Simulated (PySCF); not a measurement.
## H2TiO, singlet: structure and spectrum

These are results of PBE0/[Ti def2-TZVP, O def2-TZVP, H def2-TZVP], no relativity, density fitting, PySCF, not measurements.

The structure is a minimum.

Coordinates in bohr (charge 0 multiplicity 1):
```
Ti   -0.6511    0.0000    0.2436
O     2.2095    0.0000   -0.6317
H    -1.9907    2.7513   -0.8567
H    -1.9907   -2.7513   -0.8567
```

| Item | Value |
| --- | --- |
| Point group | Cs |
| Bond lengths | Ti–H 1.721 Å (×2), Ti–O 1.583 Å |
| Bond angles | H–Ti–H 115.6°, H–Ti–O 107.2° (×2) |
| Principal quadrupole moments (Buckingham, traceless) about the centre of mass | -4.49, -3.81, 8.30 D Å |
| Atomisation energy without zero-point energy | 1167 kJ/mol |
| Highest occupied level | -8.11 eV |
| Dipole moment | 4.28 D |
| Heat capacity Cp at 298.15 K | 49.5 J/(mol K) |
| Lowest empty level | -2.88 eV |
| Rotational symmetry number | 1 |
| Principal polarisabilities | 25.4, 44.0, 44.1 bohr³ |
| Rotational constants | 3.148, 0.514, 0.4684 cm⁻¹ |
| Entropy at 298.15 K and 1 bar | 254.1 J/(mol K) |
| Zero-point energy | 36.7 kJ/mol |
| Enthalpy at 298.15 K above 0 K | 11.64 kJ/mol |

Harmonic modes (masses in u: Ti 47.948, O 15.995, H 1.008):
| symmetry | ω (cm⁻¹) | IR (km/mol) | μ (u) |
| --- | --- | --- | --- |
| a' | 420 | 258 | 1.11 |
| a'' | 535 | 5.4 | 1.17 |
| a' | 637 | 98.1 | 1.05 |
| a' | 1118 | 286 | 16.53 |
| a'' | 1693 | 475 | 1.04 |
| a' | 1733 | 171 | 1.02 |

Charges (e):
| atom | Mulliken | Löwdin | polar tensor | Mayer order to Ti1 |
| --- | --- | --- | --- | --- |
| Ti1 | 0.86 | 0.44 | 1.59 | – |
| O2 | -0.52 | -0.18 | -0.80 | 2.26 |
| H3,4 | -0.17 | -0.13 | -0.40 | 0.93 |

Mulliken populations on Ti1: s 6.44, p 12.38, d 2.29, f 0.03.

Only a few start shapes were tried, so a lower isomer may exist.

The final relaxation and frequency run took 29 s on 2 threads of a shared Arm Neoverse V1 host, with 88 basis functions and 16 gradients; the process peaked at 1 GiB.
